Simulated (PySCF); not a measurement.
Atom-mapped SMILES (the numbers label the heavy atoms): `[NH2:1][SiH2:2][C:3]#[C:4][SiH3:5]`. Hydrogens are named by the atom that carries them.

Geometry: PBE0-D3(BJ)/def2-SVP; GIAO shifts from PySCF 2.14, gas phase, non-relativistic, averaged over equivalent atoms.

At PBE0/6-31G (67 basis functions, 5 s wall time on 1 thread of an Arm Neoverse V2, shared host):
```csv
atoms,δ (ppm)
N1,-6.2
Si2,-39.0
Si5,-67.5
C3,115.0
C4,100.2
H(Si2),4.66
H(Si5),4.00
H(N1),-0.51
```

References, each an isolated molecule treated in the same way: ¹⁵N (σref 260.69) vs NH3; TMS for ²⁹Si (σref 444.75), ¹³C (σref 199.54), ¹H (σref 32.61).

Task: What do these become at HF/pcSseg-2?

Result: 
```
 atoms  δ at HF/pcSseg-2  change
    N1               6.2   +12.4
   Si2             -60.1   -21.1
   Si5             -87.0   -19.5
    C3             127.5   +12.5
    C4             114.9   +14.7
H(Si2)              4.28   -0.38
H(Si5)              3.95   -0.05
 H(N1)              0.70   +1.21
```

Referencing at the same level of theory: ¹⁵N (260.75 ppm) against NH3; ²⁹Si (382.96 ppm) and ¹³C (191.47 ppm) and ¹H (31.68 ppm) against TMS.

The largest change is at Si2 (silicon bonded to C, N, 2 H). Cost: 292 basis functions, 20 s wall time on 1 thread of an Arm Neoverse V2, shared host.

Experimental scales use liquid or dissolved standards, which lie at an offset from isolated NH3 (liquid NH3: subtract about 20 ppm).
